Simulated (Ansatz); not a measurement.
`Cc1cccc(C(=O)O)c1` from Hartree–Fock to CCSD(T)

```csv
atom,x (Å),y (Å),z (Å)
C1,-0.486,0.476,2.585
C2,-0.117,-0.091,1.249
C3,0.436,-1.364,1.139
C4,0.806,-1.884,-0.093
C5,0.627,-1.138,-1.243
C6,0.073,0.135,-1.151
C7,-0.109,0.902,-2.403
O8,0.190,0.507,-3.501
O9,-0.652,2.117,-2.206
C10,-0.296,0.650,0.087
H11,-0.778,-0.309,3.284
H12,-1.313,1.184,2.501
H13,0.359,1.011,3.028
H14,0.576,-1.960,2.036
H15,1.232,-2.879,-0.153
H16,0.904,-1.519,-2.218
H17,-0.723,2.522,-3.081
H18,-0.730,1.641,0.141
```

Total charge 0; spin multiplicity 1. The geometry is a stationary point of PBE0-D4/def2-TZVP. It is one conformer, not always the lowest. Frozen core, restricted reference, Ansatz 0.2.0. CBS rows extrapolate triple and quadruple zeta; past MP2 they add the triple-zeta difference.

| basis | HF (Eh) | MP2 corr. | CCSD corr. | (T) | CCSD(T) total |
| --- | --- | --- | --- | --- | --- |
| def2-SVP | -457.02244 | -1.40614 | ? | -0.05795 | ? |
| def2-TZVPP | -457.53955 | ? | -1.75590 | ? | ? |
| def2-QZVPP | ? | -1.84730 | – | – | – |
| CBS(def2) | -457.56151 | -1.93465 | -1.96119 | as TZ | -459.61024 |

Question: Fill in the withheld values. (Estimate.)

Answer: Computed: def2-SVP CCSD corr.: -1.45746; def2-SVP CCSD(T) total: -458.53785; def2-TZVPP MP2 corr.: -1.72937; def2-TZVPP (T): -0.08754; def2-TZVPP CCSD(T) total: -459.38299; def2-QZVPP HF (Eh): -457.55885.
